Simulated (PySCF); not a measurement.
Problem. What does the PBE0-D3(BJ)/def2-SVP structure of `C[Si](C)(C)C` look like in three dimensions?

Solution. 
```xyz
17
C4H12Si angstrom
C     -0.7149   -0.8871   -1.5009
Si    -0.0021    0.0002    0.0010
C      0.2832    1.8148   -0.4203
C     -1.2092   -0.1287    1.4418
C      1.6367   -0.7963    0.4815
H     -1.6739   -0.4429   -1.8115
H     -0.8903   -1.9533   -1.2853
H     -0.0240   -0.8280   -2.3573
H      0.6992    2.3641    0.4393
H     -0.6583    2.3073   -0.7118
H      0.9897    1.9192   -1.2594
H     -2.1794    0.3297    1.1913
H     -1.3953   -1.1803    1.7132
H     -0.8176    0.3836    2.3352
H      1.5048   -1.8605    0.7344
H      2.3660   -0.7350   -0.3422
H      2.0785   -0.2958    1.3581
```

Orientation and origin are arbitrary. Atoms count from 1 in this order. All 4 C–Si bonds measure 1.884 to 1.885 Å. Si2 (four-coordinate silicon) is tetrahedral (angles from 109.4° to 109.6°).

Bonds between heavy atoms (Å): C1–Si2 1.884, Si2–C3 1.885, Si2–C4 1.884, Si2–C5 1.884.

Method: PBE0-D3(BJ)/def2-SVP geometry optimisation, gas phase in PySCF 2.14.0.

Point group: Td (every atom within 0.08 Å of its image). Whether it is a minimum is left open (no frequencies).

The run took 54 s of wall time on Arm Neoverse V2, one thread, no GPU, shared host, and the process peaked at 0.60 GiB of memory. That covers the optimisation of the geometry.
